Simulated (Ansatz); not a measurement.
Wavefunction ladder for CHBClF3O, SMILES `FC(F)(F)OBCl`

Z-matrix (Å, degrees):
```
C
F 1 1.328
F 1 1.322 2 108.4
F 1 1.328 2 108.5 3 -117.5
O 1 1.357 2 111.7 3 118.9
B 5 1.363 1 127.2 2 60.8
Cl 6 1.740 5 123.6 1 -0.0
H 6 1.186 5 116.2 1 180.0
```

The species carries charge 0 and has multiplicity 1. Geometry: relaxed with PBE0-D4/def2-TZVP. It is one conformer, not always the lowest. Frozen core, restricted reference, Ansatz. CBS rows extrapolate triple and quadruple zeta; past MP2 they add the triple-zeta difference.

```csv
basis,HF (Eh),MP2 corr.
def2-TZVPP,-896.12457,-1.40735
def2-QZVPP,-896.15621,-1.53499
```

Question: Estimate the CCSD correlation energy and the (T) correction in each basis where they were run (hartree).

Answer: 
```csv
basis,CCSD corr.,(T)
def2-TZVPP,-1.43102,-0.05055
CBS(def2),-1.65320,as TZ
```
